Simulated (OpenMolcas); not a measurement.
**Computed transition rates of neutral oxygen**

```json
{"Program": "OpenMolcas 26.06", "Method": "SS-CASPT2, IPEA 0.25 Eh, imaginary shift 0.1 Eh (closed shells correlated: 1s)", "Basis": "ANO-RCC [8s7p4d3f2g]", "Scalar Hamiltonian": "DKH2, point nucleus", "Active space": "6 electrons in 8 orbitals (2s 2p 3s 3p)", "State averaging": "2S+1 = 3 even, 3 roots; 2S+1 = 1 even, 6 roots", "Spin-orbit coupling": "RASSI with atomic mean-field integrals over the reference wave functions, term energies averaged over their components"}
```

Rates come from the transition moments of the reference wave functions (E1 and E2 in the length form). At fixed line strength A goes as λ^-3 for E1 and M1 and as λ^-5 for E2, so a rate at the computed wavelength can be rescaled to the measured one. Measured vacuum wavelengths follow from level energies in NIST Handbook of Basic Atomic Spectroscopic Data. Branching counts decays inside the model space alone, at computed energies, and the table is only a selection of the E2 and M1 lines, drawn from those between levels with measured partners whose computed energy lies within a factor of 1.5 of the measured one.

| Upper | Lower | Type | λ computed (nm) | λ measured (nm) | A computed (s-1) | A rescaled (s-1) | Branching % |
| --- | --- | --- | --- | --- | --- | --- | --- |
| 2s2 2p4 3P0 | 2s2 2p4 3P1 | M1 | 144500 | 145500 | 1.80e-05 | 1.76e-05 | 100.0 |
| 2s2 2p4 3P1 | 2s2 2p4 3P2 | M1 | 70570 | 63190 | 6.43e-05 | 8.96e-05 | 100.0 |
| 2s2 2p4 1D2 | 2s2 2p4 3P1 | M1 | 630 | 636.6 | 2.31e-03 |  | 24.4 |
| 2s2 2p4 1D2 | 2s2 2p4 3P2 | M1 | 624.4 | 630.2 | 7.11e-03 |  | 75.2 |
| 2s2 2p4 1S0 | 2s2 2p4 1D2 | E2 | 572.2 | 557.9 | 1.25e+00 | 1.42e+00 | 94.0 |
| 2s2 2p4 1S0 | 2s2 2p4 3P1 | M1 | 299.9 | 297.3 | 7.99e-02 |  | 6.0 |

Spin-changing lines and M1 lines between different terms are not rescaled, since their strength hangs on the term gaps too.

The largest correction is for 2s2 2p4 3P1 → 2s2 2p4 3P2 (M1): 6.43e-05 × (70570 / 63190)^3 = 8.96e-05 s-1, a factor of 1.39.

No measured rate stands beside these. Rescaling mends the energy factor alone: line strengths can still be far off where a level mixes with configurations outside the active space, and weak or spin-changing lines hang on small mixing coefficients that depend on the term gaps too, so rescaling need not improve them.

CASPT2 does not keep the components of a term degenerate, so their means are used; among the terms shown or strongly mixed into the levels shown the widest spread is 17 cm-1 (2s2 2p4 1D). Active for correlation alone: 3p 3s; no level in the range computed is led by a configuration that fills them, so any true level of that kind is missing. Computed and measured levels are paired by configuration, term and J; levels that our copy of the source lacks, or whose pairing is in doubt (as where it misses far off the trend of its configuration), stay unpaired. Only configurations of the active space appear.
